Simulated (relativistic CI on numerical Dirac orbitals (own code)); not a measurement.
# Re+: resonant inelastic scattering at the O2,3 edge

Computed with this model: Dirac-Coulomb-Breit CI, separate exchange-only KLI orbitals for each configuration, a model potential for QED, valence Slater integrals scaled by 0.8, Kramers-Heisenberg scattering through one core-hole configuration in a parametric crystal field; configurations [Xe] 4f14 5d6 → [Kr] 4d10 4f14 5s2 5p5 5d7; 10 K; core-hole width 1 eV; summed over polarisations. Incident energies are the highest absorption maxima for each field (at most a few, so the weaker spin-orbit partner edge can be absent), on the computed scale of the free ion. Intensities are in per cent of the strongest line above 0.02 eV; levels within 1 cm⁻¹ are merged; final levels count from the ground level, the first row holds all elastic scattering, lines under 0.4 are left out and each table stops after 24 rows. The scale of the Slater integrals is a model choice and moves the terms in proportion. The configuration is assumed, with all valence electrons in the open shell; the free ion's ground configuration is another.

Field parameters in Wybourne normalisation: D3d B²₀ = −7Dσ, B⁴₀ = −14Dq − 21Dτ, B⁴₃ = −14√(10/7) Dq. The field is a parameter set, without covalency.

S is read from ⟨S²⟩ = S(S + 1).

D3d, 10Dq = 10650, Dσ = -1200, Dτ = -30 cm⁻¹:

```
Final level (eV)  Degeneracy  Irrep     S  43.3 eV  44.6 eV  47.5 eV
           0.000           1     A1  0.80    617.1    746.7    171.3
           0.282           2      E  1.84     34.2     23.0      5.5
           0.314           1     A2  1.73     73.3     42.8      4.3
           0.362           2      E  1.72     98.3     49.3      9.0
           0.426           2      E  1.67     58.1     29.7     10.4
           0.432           1     A1  1.89     20.5      9.0      3.1
           0.548           1     A1  1.48     40.1     16.4      4.6
           0.576           1     A2  1.87     22.9     25.9      9.6
           0.755           2      E  1.52     54.2     57.5     19.9
           0.810           1     A1  1.65      7.2      5.6      7.3
           0.822           2      E  1.61     32.0     51.5     12.6
           0.981           2      E  1.45     15.4     62.5     74.4
           1.052           2      E  1.31     43.5    100.0     47.0
           1.061           1     A2  1.29     34.0     50.3     12.5
           1.148           1     A1  1.56      5.1      7.3     14.5
           1.215           2      E  1.35     18.4     84.1     44.5
           1.318           3   A2+E  1.18     24.8     73.3     50.9
           1.398           1     A1  1.09     17.1     21.5     24.8
           1.403           2      E  1.27      2.8     42.3     15.2
           1.502           2      E  1.13      7.4     14.2     26.4
           1.534           2      E  0.83     28.0     57.0     12.1
           1.566           1     A2  1.03      0.6      3.2      3.5
           1.642           1     A1  1.08     23.9     12.4      8.5
           1.687           1     A2  0.82     17.6     47.2      1.1
```

D3d, 10Dq = 10650, Dσ = -860, Dτ = -30 cm⁻¹:

```csv
Final level (eV),Degeneracy,Irrep,S,43.3 eV,44.7 eV,47.5 eV
0.000,1,A1,0.77,623.5,839.1,168.5
0.300,2,E,1.81,38.7,19.3,5.7
0.330,1,A2,1.72,77.5,45.3,4.8
0.368,2,E,1.73,94.0,43.5,8.2
0.427,2,E,1.67,68.3,35.4,11.3
0.442,1,A1,1.90,24.2,8.3,4.9
0.534,1,A1,1.50,25.8,8.3,3.7
0.591,1,A2,1.88,19.9,21.2,10.7
0.689,2,E,1.60,44.5,48.4,12.8
0.747,1,A1,1.68,15.5,7.4,6.7
0.766,2,E,1.73,30.1,33.9,21.0
0.962,2,E,1.40,25.1,88.3,69.6
1.056,2,E,1.32,40.8,100.0,44.8
1.066,1,A2,1.24,34.9,63.8,18.1
1.124,1,A1,1.56,3.1,6.4,11.3
1.169,2,E,1.38,17.6,82.4,45.0
1.299,2,E,1.19,13.5,37.8,37.4
1.313,1,A2,1.09,5.9,33.3,23.0
1.365,2,E,1.24,2.0,41.3,19.3
1.397,1,A1,1.05,17.4,18.8,26.2
1.467,2,E,1.09,8.5,15.9,36.0
1.524,1,A2,1.03,0.2,1.1,3.3
1.538,2,E,0.76,30.8,63.2,10.0
1.593,1,A1,1.07,31.7,14.6,10.3
```

For the first field the strongest loss at the lowest incident energy is the level at 0.36 eV (S = 1.72, against 0.80 in the thermal ground state). Levels of other spin, the first over 8 % at 0.28 eV, appear because spin-orbit coupling of the core hole, and in heavier ions of the valence shell too, mixes spins.
